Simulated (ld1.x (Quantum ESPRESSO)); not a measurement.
# molybdenum, PAW: configuration errors across variants

| Item | Value |
| --- | --- |
| Element | molybdenum (Mo) |
| Generator | ld1.x (Quantum ESPRESSO) 7.5 |
| Type | PAW |
| Functional | LDA (PZ) |
| Relativity | fully relativistic |
| Frozen core | [Kr] |
| Valence charge | 6 |
| Reference configuration | 4d5 5s0.5 5p0.5 |
| Partial waves | 5s (bound): rcut 2.45, rcutus 3.35 bohr; 5s channel at 0.2 Ry: rcut 2.45, rcutus 3.35 bohr; 5p (bound): rcut 3.40, rcutus 4.20 bohr; 5p channel at 5 Ry: rcut 3.40, rcutus 4.20 bohr; 4d (bound): rcut 1.55, rcutus 1.80 bohr; 4d channel at 0.1 Ry: rcut 1.55, rcutus 1.80 bohr |
| Local potential | all-electron potential smoothed inside 3.45 bohr (lloc = -2) |
| Core correction | Bessel-smoothed model core inside 1.65 bohr |
| Augmentation charge | PSQ, radius 1.40 bohr |

Open shells are filled in proportion to 2j + 1 (rel_dist='average').

All-electron excitation energies from the reference (eV): (1) 4d5 5s1 5p0 -1.597; (2) 4d5 5s0 5p0 5.589; (3) 4d4 5s0 5p0 21.291.

4 further variants failed, have other tests or too few solved ones, and are left out.

Errors AE − PS in meV (a dash: test not solved or not reliable):

```csv
change,(1),(2),(3),bound ghosts
base,0.0,-1.3,-71,not determined
"waves 5s (bound): rcut 2.45, rcutus 3.16 bohr; 5s channel at 0.2 Ry: rcut 2.45, rcutus 3.16 bohr",0.0,-1.3,-71,not determined
"waves 5s (bound): rcut 2.45, rcutus 3.60 bohr; 5s channel at 0.2 Ry: rcut 2.45, rcutus 3.60 bohr",0.0,-1.3,-71,not determined
"waves 5s (bound): rcut 2.45, rcutus 3.94 bohr; 5s channel at 0.2 Ry: rcut 2.45, rcutus 3.94 bohr",0.0,-1.3,-71,not determined
"waves 5s (bound): rcut 2.45, rcutus 4.26 bohr; 5s channel at 0.2 Ry: rcut 2.45, rcutus 4.26 bohr",0.0,-1.3,-71,not determined
```

Task: Give the same row for: waves 5s (bound): rcut 2.45, rcutus 2.80 bohr; 5s channel at 0.2 Ry: rcut 2.45, rcutus 2.80 bohr.

Result: -0.1, -1.3, -71; bound ghosts: not determined.
